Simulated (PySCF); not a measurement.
## Structure elucidation problem

An unknown has the formula C₆H₁₃OPSi. Its calculated NMR data are:

¹H NMR (400 MHz, computed): δ 3.96 (m, 3H), 2.53 (m, 4H), 1.88 (m, 4H), 0.72 (m, 2H).

¹³C{¹H} NMR (computed): δ 214.9 (C), 43.0 (CH2, 2C), 38.3 (CH2, 2C), 12.6 (CH2).

No solvent model, a single conformation, rapidly exchanging positions averaged, no relativistic terms. Geometry: GFN2-xTB; shielding tensors at PBE0/pcSseg-1 (GIAO); PySCF 2.14.

Scale: ¹H and ¹³C against TMS (reference shieldings calculated alike).

What is the structure?

Answers


- 4 carbon signals for 6 carbons: some carbons are equivalent by symmetry or fast rotation.
- Carbon types of the structure: 1 × C, 5 × CH2, leaving 3 H on heteroatoms.
- δC 214.9: ketone carbonyl carbon; the double bond to the heteroatom, with no lone-pair donor beside it, deshields it most.
- δC 43.0: sp3 CH2 α to a carbonyl; α to the electron-withdrawing carbonyl group.
- δC 38.3: sp3 CH2 bonded to P.
- δC 12.6: sp3 CH2 bonded to P and Si.
- δH 3.96: hydrogen on a silicon bonded to C.
- δH 2.53: hydrogen on an sp3 CH2 α to a carbonyl; α to C=O.
- δH 0.72: hydrogen on an sp3 CH2 bonded to P and Si; an electropositive neighbour shields it, as in TMS itself.

The compound is SMILES C1(=O)CCP(C[SiH3])CC1.

This is the structure that produced the data.

Splittings by ³¹P in the carbon and heteronuclear signals aren't shown, as no couplings were computed. Shifts are as computed. Against solution values, carbons near 30 ppm lie about +3 ppm off and those near 130 ppm about +5 ppm. Of 1211 compounds with measured shifts, 218 miss one by over three times the rms of a fit or turn the order of signals round; such compounds aren't used in these exercises. Multiplicities follow the n + 1 count of equivalent neighbours, as no J values were calculated; m marks all less simple cases, F and P coupling included.
